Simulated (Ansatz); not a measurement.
Ansatz (a quantum-chemistry and plane-wave program) input (CCSD(T)/6-31G):

Ansatz 0.2 input:
```yaml
crystal:
  periodic: [false, false, false]
  atoms:
    - {symbol: C, position_ang: [2.17727742, -0.03747240, 0.03034283]}
    - {symbol: C, position_ang: [0.68879541, -0.05419405, -0.03698260]}
    - {symbol: C, position_ang: [-0.10326725, -0.77325385, -0.85412694]}
    - {symbol: C, position_ang: [-1.50914205, -0.47542158, -0.57266535]}
    - {symbol: C, position_ang: [-1.58390589, 0.42765775, 0.41844322]}
    - {symbol: C, position_ang: [-0.19154152, 0.78305941, 0.85522426]}
    - {symbol: H, position_ang: [2.61257750, -0.71699347, -0.70295608]}
    - {symbol: H, position_ang: [2.53652724, -0.33471635, 1.02046789]}
    - {symbol: H, position_ang: [2.57533166, 0.96406327, -0.16002826]}
    - {symbol: H, position_ang: [0.23795311, -1.46918504, -1.60857276]}
    - {symbol: H, position_ang: [-2.34528723, -0.92239413, -1.09190886]}
    - {symbol: H, position_ang: [-2.48047392, 0.84644775, 0.84972385]}
    - {symbol: H, position_ang: [-0.02232319, 0.55726387, 1.91491507]}
    - {symbol: H, position_ang: [0.01639814, 1.85326247, 0.73694666]}
basis:
  gaussian:
    orbitals: 6-31G
magnetization: {spin_polarized: false}
correlation: {method: ccsd_t, electrons: outside_noble_gas}
```

End of the output:

```
integrals: 0.07 GiB planned
1018 factors; integrals over basis functions are off by at most 2.4e-4 eV
0.35 GiB of device memory are held for the factors and their scratch space
mean field: 0.25 GiB planned
mean field evaluation 1: about -6303.4256 eV, gradient 2.8e1 eV
mean field evaluation 2: about -6303.4317 eV, gradient 2.8e1 eV
mean field evaluation 4: about -6306.0022 eV, gradient 2.7e0 eV
mean field evaluation 8: about -6306.0297 eV, gradient 8.1e-3 eV
mean field evaluation 16: about -6306.0259 eV, gradient 5.4e-1 eV
mean field -6306.02972532 eV, -231.7423180252 hartree, gradient 1.6e-6 eV, S^2 0.000000; 0 other end points of the search recorded, 0 dependent functions left out; unrestricted orbitals would lower it
6 core orbitals not correlated
reference -6306.02972532 eV, -231.7423180252 hartree; 16, 16 occupied and 48, 48 virtual orbitals, 1018 factors
second order -14.42102501 eV of doubles, -0.00000000 eV of singles
coupled cluster: 0.46 GiB planned
cycle   1  -15.23980155 eV  change   -8.2e-1 eV  update   9.6e-2
cycle   2  -15.79901107 eV  change   -5.6e-1 eV  update   3.7e-2
cycle   3  -15.93086480 eV  change   -1.3e-1 eV  update   1.5e-2
cycle   4  -15.94104091 eV  change   -1.0e-2 eV  update   5.1e-3
cycle   5  -15.94227913 eV  change   -1.2e-3 eV  update   1.6e-3
cycle   6  -15.94148624 eV  change    7.9e-4 eV  update   5.2e-4
cycle   7  -15.94138736 eV  change    9.9e-5 eV  update   1.9e-4
cycle   8  -15.94142507 eV  change   -3.8e-5 eV  update   8.2e-5
cycle   9  -15.94139694 eV  change    2.8e-5 eV  update   3.6e-5
coupled cluster: 0.46 GiB planned
perturbative correction -0.51216885 eV, -0.0188218582 hartree
Total energy: -6322.48329112 eV, -232.3469754155 hartree
```
